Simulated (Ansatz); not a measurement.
```yaml
crystal:
  periodic: [false, false, false]
  atoms:
    - {symbol: C, position_ang: [-3.210215, 1.605569, -0.859816]}
    - {symbol: C, position_ang: [-3.203998, 0.070319, -0.813712]}
    - {symbol: Si, position_ang: [-2.678974, -0.691257, 0.825343]}
    - {symbol: C, position_ang: [-3.727215, -0.111313, 2.293175]}
    - {symbol: C, position_ang: [-0.886528, -0.100820, 1.375386]}
    - {symbol: Si, position_ang: [0.264113, -0.399787, -0.132620]}
    - {symbol: C, position_ang: [0.267794, -2.161678, -0.755961]}
    - {symbol: C, position_ang: [1.887480, 0.109558, 0.754780]}
    - {symbol: Si, position_ang: [3.345758, -0.124956, -0.535678]}
    - {symbol: C, position_ang: [4.836498, 0.527932, 0.431443]}
    - {symbol: C, position_ang: [3.021921, 0.821840, -2.119883]}
    - {symbol: H, position_ang: [-3.875490, 2.041697, -0.087107]}
    - {symbol: H, position_ang: [-3.567697, 1.973658, -1.841406]}
    - {symbol: H, position_ang: [-2.196575, 2.030691, -0.702925]}
    - {symbol: H, position_ang: [-4.223759, -0.333487, -1.015042]}
    - {symbol: H, position_ang: [-2.575379, -0.353979, -1.627972]}
    - {symbol: H, position_ang: [-2.617962, -2.189057, 0.743712]}
    - {symbol: H, position_ang: [-4.760320, -0.466065, 2.077938]}
    - {symbol: H, position_ang: [-3.736100, 0.992262, 2.381022]}
    - {symbol: H, position_ang: [-3.387903, -0.557722, 3.247329]}
    - {symbol: H, position_ang: [-0.901691, 0.973440, 1.651570]}
    - {symbol: H, position_ang: [-0.592010, -0.698273, 2.262214]}
    - {symbol: H, position_ang: [-0.056860, 0.597057, -1.201910]}
    - {symbol: H, position_ang: [-0.725036, -2.439777, -1.164467]}
    - {symbol: H, position_ang: [0.522060, -2.877195, 0.051730]}
    - {symbol: H, position_ang: [1.006610, -2.286524, -1.573833]}
    - {symbol: H, position_ang: [1.847036, 1.169021, 1.081193]}
    - {symbol: H, position_ang: [2.098993, -0.531275, 1.635303]}
    - {symbol: H, position_ang: [3.453789, -1.601984, -0.781310]}
    - {symbol: H, position_ang: [4.992867, -0.026140, 1.376849]}
    - {symbol: H, position_ang: [5.716391, 0.362393, -0.229659]}
    - {symbol: H, position_ang: [4.746059, 1.610936, 0.644097]}
    - {symbol: H, position_ang: [2.182524, 0.399756, -2.707854]}
    - {symbol: H, position_ang: [2.807159, 1.891201, -1.919840]}
    - {symbol: H, position_ang: [3.926670, 0.773968, -2.762089]}
basis:
  gaussian: {orbitals: def2-TZVP, initial_orbitals: start.molden}
total_charge: 1
magnetization: {spin_polarized: true, initial_magnetization: 1}
hamiltonian: {xc: pbe0, dispersion: d4}
scf: {omitted_lower_state_checks: [starts]}
output: {orbitals: {seedname: orbitals}}
```

The file start.molden holds the orbitals of an earlier run on this structure, at another level or in another basis.

```sh
$ ansatz run in.yaml --threads 4 --pin off --events-out ev --progress --plain --max-ram 6963MiB
```

Does this run fit into the memory that it is given?

No. It has 503 basis functions, and Ansatz plans for 8 GiB where 7 GiB are given.
